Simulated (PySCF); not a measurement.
**How methods differ on the ionisation energy of Ti²⁺**

Ti²⁺ [Ar] 3d2 (3F) → Ti³⁺ [Ar] 3d1 (2D), as a difference of total energies. Calculation: PySCF 2.14, in def2-TZVPPD (6s6p4d2f1g, 67 functions); the non-relativistic Hamiltonian (point nucleus). Correlated levels: valence: [Ar] frozen. The calculations carry no spin-orbit coupling.

```tsv
method	ionisation energy (eV)
UHF	26.752
MP2 (valence)	26.868
SCS-MP2 (valence)	26.791
CCSD (valence)	26.902
```

How much does correlation contribute at MP2 (valence)?

26.868 − (26.752) = 0.116 eV, measured against UHF.

These non-relativistic numbers lack the scalar-relativistic shift.

Errors of the correlated levels include the incompleteness of this basis and the frozen core.

With two correlated electrons CCSD is exact in that space.

For comparison: 27.492 eV (measured; NIST Atomic Spectra Database, ionization energies).
